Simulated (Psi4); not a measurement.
C3H5, doublet, at a GFN2-xTB geometry; PBE/6-311++G** in Psi4.

Here is a job for Psi4.
```
memory 2 GB

molecule mol {
0 2
  C     1.219304   -0.012559   -0.151920
  C    -0.050356    0.420887    0.136223
  H     1.396419   -1.020277   -0.484940
  H     2.071795    0.634233   -0.055479
  H    -0.172892    1.445064    0.467704
  C    -1.174911   -0.358483    0.031830
  H    -2.150568    0.024173    0.268577
  H    -1.108971   -1.382263   -0.292658
}

set basis 6-311++g**
set reference uks
set s_tolerance 1e-5
set s_orthogonalization canonical

energy('pbe')
print_variables()
```

It wrote (shortened):

```
   => Loading Basis Set <=

    Name: 6-311++G**
    Role: ORBITAL
    Keyword: BASIS

         ---------------------------------------------------------
                                   SCF
               by Justin Turney, Rob Parrish, Andy Simmonett
                          and Daniel G. A. Smith
                              UKS Reference
         ---------------------------------------------------------

  ==> Geometry <==

    Molecular point group: c1
    Full point group: C1

    Geometry (in Angstrom), charge = 0, multiplicity = 2:

       Center              X                  Y                   Z               Mass
    ------------   -----------------  -----------------  -----------------  -----------------
         C            1.220168857541    -0.019789411624    -0.154260268410    12.000000000000
         C           -0.049491142459     0.413656588376     0.133882731590    12.000000000000
         H            1.397283857541    -1.027507411624    -0.487280268410     1.007825032230
         H            2.072659857541     0.627002588376    -0.057819268410     1.007825032230
         H           -0.172027142459     1.437833588376     0.465363731590     1.007825032230
         C           -1.174046142459    -0.365713411624     0.029489731590    12.000000000000
         H           -2.149703142459     0.016942588376     0.266236731590     1.007825032230
         H           -1.108106142459    -1.389493411624    -0.294998268410     1.007825032230

  Running in c1 symmetry.

  Rotational constants: A =      1.84127  B =      0.35277  C =      0.29605 [cm^-1]
  Rotational constants: A =  55199.79963  B =  10575.82382  C =   8875.37549 [MHz]
  Nuclear repulsion =   65.496029677053457

  Charge       = 0
  Multiplicity = 2
  Electrons    = 23
  Nalpha       = 12
  Nbeta        = 11

  ==> Algorithm <==

  SCF Algorithm Type is DF.
  DIIS enabled.
  MOM disabled.
  Fractional occupation disabled.
  Guess Type is SAD.
  Energy threshold   = 1.00e-06
  Density threshold  = 1.00e-06
  Integral threshold = 1.00e-12

  ==> Primary Basis <==

  Basis Set: 6-311++G**
    Blend: 6-311++G**
    Number of shells: 55
    Number of basis functions: 101
    Number of Cartesian functions: 104
    Spherical Harmonics?: true
    Max angular momentum: 2

  ==> DFT Potential <==

   => LibXC <=

    Version 7.1.2
    S. Lehtola, C. Steigemann, M. J. T. Oliveira, and M. A. L. Marques,  SoftwareX 7, 1–5 (2018) (10.1016/j.softx.2017.11.002)

   => Composite Functional: PBE <=

    PBE GGA Exchange-Correlation Functional

    J.P. Perdew et. al., Phys. Rev. Lett., 77(18), 3865-3868, 1996

    Deriv               =              1
    GGA                 =           TRUE
    Meta                =          FALSE

    Exchange Hybrid     =          FALSE
    MP2 Hybrid          =          FALSE

   => Exchange Functionals <=

    1.0000     XC_GGA_X_PBE

   => Correlation Functionals <=

    1.0000     XC_GGA_C_PBE

   => LibXC Density Thresholds  <==

    XC_GGA_C_PBE:  1.00E-12
    XC_GGA_X_PBE:  1.00E-15

   => Molecular Quadrature <=

    Radial Scheme          =       TREUTLER
    Pruning Scheme         =           NONE
    Nuclear Scheme         =       TREUTLER

    Blocking Scheme        =         OCTREE
    BS radius alpha        =              1
    Pruning alpha          =              1
    Radial Points          =             75
    Spherical Points       =            302
    Total Points           =         174467
    Total Blocks           =           1341
    Max Points             =            256
    Max Functions          =            101
    Weights Tolerance      =       1.00E-15

   => Loading Basis Set <=

    Name: (6-311++G** AUX)
    Role: JKFIT
    Keyword: DF_BASIS_SCF

  ==> Integral Setup <==

  SCF_SUBTYPE=INCORE selected. In-core MEM_DF algorithm will be used.
  Using in-core AOs.

  ==> MemDFJK: Density-Fitted J/K Matrices <==

    J tasked:                   Yes
    K tasked:                    No
[...]
  Reciprocal condition number of the overlap matrix is 5.1943729433E-06.

  ==> Pre-Iterations <==

  SCF Guess: Superposition of Atomic Densities via on-the-fly atomic UHF (no occupation information).

   -------------------------
    Irrep   Nso     Nmo
   -------------------------
     A        101     101
   -------------------------
    Total     101     101
   -------------------------

  ==> Iterations <==

                           Total Energy        Delta E     RMS |[F,P]|

   @DF-UKS iter SAD:  -116.44878629244674   -1.16449e+02   0.00000e+00
   @DF-UKS iter   1:  -116.61930309665705   -1.70517e-01   9.41129e-03 ADIIS/DIIS
   @DF-UKS iter   2:  -115.73259545423542    8.86708e-01   1.47127e-02 ADIIS/DIIS
   @DF-UKS iter   3:  -117.11486383917399   -1.38227e+00   1.10625e-03 ADIIS/DIIS
   @DF-UKS iter   4:  -117.11299739718311    1.86644e-03   1.28905e-03 ADIIS/DIIS
   @DF-UKS iter   5:  -117.12138786235828   -8.39047e-03   1.52694e-04 ADIIS/DIIS
   @DF-UKS iter   6:  -117.12150904223064   -1.21180e-04   2.90848e-05 DIIS
   @DF-UKS iter   7:  -117.12151628291052   -7.24068e-06   9.25430e-06 DIIS
   @DF-UKS iter   8:  -117.12151733563429   -1.05272e-06   3.12111e-06 DIIS
   @DF-UKS iter   9:  -117.12151743157727   -9.59430e-08   2.99499e-07 DIIS
  Energy and wave function converged.

  ==> Post-Iterations <==

   Electrons on quadrature grid:
      Nalpha   =   11.9999957906 ; deviation = -4.209e-06
      Nbeta    =   10.9999955705 ; deviation = -4.430e-06
      Ntotal   =   22.9999913611 ; deviation = -8.639e-06

   @Spin Contamination Metric:   1.431399838E-02
   @S^2 Expected:                7.500000000E-01
   @S^2 Observed:                7.643139984E-01
   @S   Expected:                5.000000000E-01
   @S   Observed:                5.000000000E-01

    Orbital Energies [Eh]
    ---------------------

    Alpha Occupied:

[...]
    Alpha Virtual:

[...]
    Beta Occupied:

[...]
    Beta Virtual:

[...]
    Final Occupation by Irrep:
              A
    DOCC [    11 ]
    SOCC [     1 ]
    NA   [    12 ]
    NB   [    11 ]

  @DF-UKS Final Energy:  -117.12151743157727

   => Energetics <=

    Nuclear Repulsion Energy =             65.4960296770534569
    One-Electron Energy =                -285.7023504145860215
    Two-Electron Energy =                 121.0353883952062120
    DFT Exchange-Correlation Energy =     -17.9505850892509287
    Empirical Dispersion Energy =           0.0000000000000000
    VV10 Nonlocal Energy =                  0.0000000000000000
    Total Energy =                       -117.1215174315772742

  UHF NO Occupations:
  HONO-2 :   10  A 1.9996173
  HONO-1 :   11  A 1.9939052
  HONO-0 :   12  A 1.0000000
  LUNO+0 :   13  A 0.0060948
  LUNO+1 :   14  A 0.0003827
  LUNO+2 :   15  A 0.0003798
  LUNO+3 :   16  A 0.0000953

Computation Completed

Properties will be evaluated at   0.000000,   0.000000,   0.000000 [a0]

Properties computed using the SCF density matrix

 Multipole Moments:

 ------------------------------------------------------------------------------------
     Multipole            Electronic (a.u.)      Nuclear  (a.u.)        Total (a.u.)
 ------------------------------------------------------------------------------------

 L = 1.  Multiply by 2.5417464519 to convert [e a0] to [Debye]
 Dipole X            :         -0.0407335            0.0375994           -0.0031342
 Dipole Y            :          0.3404697           -0.3142604            0.0262092
 Dipole Z            :          0.1101954           -0.1017129            0.0084825
 Magnitude           :                                                    0.0277254

 ------------------------------------------------------------------------------------

  Variable Map:
  ----------------------------------------------------------------------------
[...]
  Array Variable Map:
  ----------------------------------------------------------------------------
[...]
[...]
```
